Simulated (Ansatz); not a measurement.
C2H2O, SMILES `C1=CO1` (charge 0, multiplicity 1).

These are Ansatz (a first-principles code) with frozen-core CCSD(T)/cc-pVDZ // B3LYP-D3(BJ)/def2-TZVP values and carry that method's errors.

Ansatz 0.2 input:
```yaml
crystal:
  periodic: [false, false, false]
  atoms:
    - { symbol: C, position_ang: [0.626511, -0.101538, 0.11144] }
    - { symbol: C, position_ang: [-0.629791, -0.134969, 0.195082] }
    - { symbol: O, position_ang: [0.014462, 1.04247, 0.858839] }
    - { symbol: H, position_ang: [1.636408, -0.359293, -0.129143] }
    - { symbol: H, position_ang: [-1.647587, -0.446668, 0.089506] }
basis:
  gaussian: { orbitals: cc-pVDZ }
correlation:
  method: ccsd_t
```

Output:

```
Functional definition: HF
477 factors; integrals over basis functions are off by at most 1.0e-3 eV
mean field evaluation 1: about -4123.1212 eV, gradient 2.8e1 eV
mean field evaluation 2: about -4123.1246 eV, gradient 2.8e1 eV
mean field evaluation 4: about -4125.0610 eV, gradient 2.9e0 eV
mean field evaluation 8: about -4125.0892 eV, gradient 5.0e-5 eV
mean field evaluation 16: about -4125.0885 eV, gradient 4.3e-1 eV
mean field -4125.08924321 eV, -151.5942336021 hartree, gradient 2.9e-6 eV, S^2 0.000000; 0 other end points of the search recorded, 0 dependent functions left out; unrestricted orbitals would lower it
3 core orbitals not correlated
reference -4125.08924321 eV, -151.5942336021 hartree; 8, 8 occupied and 41, 41 virtual orbitals, 477 factors
second order -12.07273882 eV of doubles, -0.00000000 eV of singles
cycle   1  -12.09486272 eV  change   -2.2e-2 eV  update   8.5e-2
cycle   2  -12.46874286 eV  change   -3.7e-1 eV  update   2.8e-2
cycle   3  -12.56928993 eV  change   -1.0e-1 eV  update   1.4e-2
cycle   4  -12.56530061 eV  change    4.0e-3 eV  update   4.0e-3
cycle   5  -12.56938472 eV  change   -4.1e-3 eV  update   1.4e-3
cycle   6  -12.56941734 eV  change   -3.3e-5 eV  update   3.5e-4
cycle   7  -12.56921263 eV  change    2.0e-4 eV  update   1.1e-4
cycle   8  -12.56921494 eV  change   -2.3e-6 eV  update   3.7e-5
cycle   9  -12.56922022 eV  change   -5.3e-6 eV  update   1.2e-5
perturbative correction -0.47714600 eV, -0.0175347920 hartree
Total energy: -4138.13560942 eV, -152.0736787173 hartree
```
